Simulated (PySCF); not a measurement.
**Basis and Hamiltonian dependence of the ionisation energy of Re⁺**

Re⁺ [Xe] 4f14 5d5 6s1 (7S) → Re²⁺ [Xe] 4f14 5d5 (6S). All values are computed (PySCF 2.14, energy differences of UHF-based or UKS calculations, no spin-orbit coupling). Values in eV.

```csv
basis,Hamiltonian,functions,UHF,LDA,PBE0,MP2 (valence),CCSD(T) (valence)
cc-pVDZ-PP with ECP60MDF,ECP,38,15.705,n/a,n/a,16.218,n/a
aug-cc-pVDZ-PP with ECP60MDF,ECP,54,15.716,17.352,16.815,16.279,16.345
aug-cc-pwCVDZ-PP with ECP60MDF,ECP,70,15.738,17.374,16.828,16.322,16.375
aug-cc-pVTZ-PP with ECP60MDF,ECP,88,15.728,17.373,16.830,16.356,16.415
def2-QZVPPD with the def2 core potential (60 electrons),ECP,91,15.673,17.321,16.784,16.288,16.346
x2c-TZVPPall,spin-free X2C,97,15.761,17.450,16.873,16.339,16.399
ANO-RCC-VTZP,spin-free X2C,104,15.756,17.530,16.942,16.322,16.369
"x2c-TZVPPall with one added diffuse shell each of s, p, d, f type",spin-free X2C,113,15.758,17.450,16.874,16.340,16.403
"aug-cc-pVTZ-PP with one added diffuse shell each of s, p, d, f, g type with ECP60MDF",ECP,113,15.728,17.374,16.831,16.357,n/a
aug-cc-pwCVTZ-PP with ECP60MDF,ECP,122,15.727,17.373,16.829,16.360,16.417
aug-cc-pVQZ-PP with ECP60MDF,ECP,135,15.727,17.373,16.829,16.372,n/a
```

Question: Estimate the row for def2-TZVPPD with the def2 core potential (60 electrons) (ECP, 59 functions).

Answer: From the rows with the same Hamiltonian and similar size; the calculation gives UHF 15.67; LDA 17.31; PBE0 16.78; MP2 (valence) 16.27; CCSD(T) (valence) 16.32 (eV).

Extrapolation of MP2 (valence) from aug-cc-pVTZ-PP with ECP60MDF and aug-cc-pVQZ-PP with ECP60MDF: the correlation parts are 0.628 and 0.645 eV; with the X⁻³ form and unrounded values, (4³ × 0.645 − 3³ × 0.628)/(4³ − 3³) = 0.658 eV, and adding the Hartree-Fock value 15.727 eV of the larger basis gives 16.384 eV.

Frozen in the all-electron rows: valence: [Xe] 4f14; with a core potential, the same shells as far as they lie outside it.

Reference for a calculation without spin-orbit coupling: 16.6 ± 0.5 (s) eV (semi-empirical (NIST evaluation); NIST).
